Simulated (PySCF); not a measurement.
## A small calculation by hand: oscillator strength and radiative lifetime

C2H9FSi3, SMILES F[Si@@H]1C[C@@H]([SiH3])[SiH2]1.

The structure is a stationary point at PBE0-D3(BJ)/def2-SVP. The structure was generated by enumeration; whether it is a known compound was not checked.

TDA-PBE/def2-SVPD (PySCF 2.14.0) puts the first singlet state with f over 0.02 at 5.83 eV (vertical), with the transition dipole (-0.245, -0.281, -0.369) in atomic units.

Task: Find the oscillator strength, the wavelength and the radiative lifetime that this transition would have in vacuum if emission retraced absorption.

Result: 
|μ|² = 0.2751 au, so |μ| = 1.33 D. ΔE = 5.83/27.211 = 0.2142 hartree. f = (2/3) ΔE |μ|² = 0.039 (the program prints 0.039).
λ = 1239.84/5.83 = 213 nm; ν = 47022 cm⁻¹.
Einstein's coefficient A = 0.6670 ν² f s⁻¹ (ν in cm⁻¹) = 5.8e7 s⁻¹, so τ = 1/A = 17 ns. This state is S3; the lower singlets have f = 0.011, 0.019. The figure is the radiative limit of this one transition; relaxation, internal conversion, crossing to triplets and a medium change what is measured.
